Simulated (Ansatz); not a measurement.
`N[SiH](F)C[SiH3]` and `N[SiH](F)BCl` differ in one atom or group.

Ansatz, PBE0-D4/def2-TZVP geometries, multiplicity 1. Each molecule was computed in one conformer, which needn't be the lowest.

```csv
property,`N[SiH](F)C[SiH3]`
HOMO energy (B3LYP/def2-TZVPP) / eV,-7.75
size of the dipole moment (B3LYP/def2-TZVPP) / D,1.29
size of the dipole moment (PBE/def2-TZVPP) / D,1.28
HOMO energy (PBE/def2-TZVPP) / eV,-6.53
size of the dipole moment (ωB97M-V/def2-TZVPP) / D,1.29
HOMO energy (PBE0/def2-TZVPP) / eV,-8.01
```

Question: Give the same properties after the change, and the shifts. (Best estimate.)

Answer: Computed: 
```tsv
property	`N[SiH](F)BCl`	shift
HOMO energy (B3LYP/def2-TZVPP) / eV	-7.67	0.08
size of the dipole moment (B3LYP/def2-TZVPP) / D	1.75	0.46
size of the dipole moment (PBE/def2-TZVPP) / D	1.81	0.53
HOMO energy (PBE/def2-TZVPP) / eV	-6.53	0.00
size of the dipole moment (ωB97M-V/def2-TZVPP) / D	1.73	0.44
HOMO energy (PBE0/def2-TZVPP) / eV	-7.88	0.13
```

With PBE0 the HOMO rises by 0.13 eV and the LUMO falls by 2.81 eV, so the gap narrows by about 2.94 eV. PBE moves the HOMO by 0.00 eV and ωB97M-V by 0.36 eV. Dipoles are sizes alone; their direction can turn.

B3LYP here is the variant with VWN-RPA as its local correlation; programs differ in this.
